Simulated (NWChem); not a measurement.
C$_{2}$H$_{5}$BF$_{2}$O; SMILES FB(CCO)F

```xyz
11

O      0.1343     2.7243     0.0870
C     -0.4181     1.4248    -0.0722
C      0.6256     0.3092     0.0461
B      0.0494    -1.1495     0.0159
F     -1.2578    -1.3915     0.0220
F      0.8469    -2.2113    -0.0085
H      0.7852     2.8581    -0.6194
H     -0.9595     1.3371    -1.0281
H     -1.1634     1.3282     0.7230
H      1.1878     0.4411     0.9830
H      1.3805     0.4013    -0.7507
```
Atoms are numbered in this order, from 1.

All runs: NWChem. All runs use the structure optimised with B3LYP/6-31G* (spherical d). Vzz is the largest principal value of the second derivative of the potential at the nucleus (NWChem prints the opposite sign); η is the asymmetry. Non-relativistic.

Task: What does the run give for B3LYP/def2-TZVP? Quantities: Vzz O1 (a.u.); η O1; Vzz B4 (a.u.); η B4.

Result: 
| Item | Result |
|---|---|
| Vzz O1 (a.u.) | -1.908 |
| η O1 | 0.86 |
| Vzz B4 (a.u.) | 0.383 |
| η B4 | 0.63 |
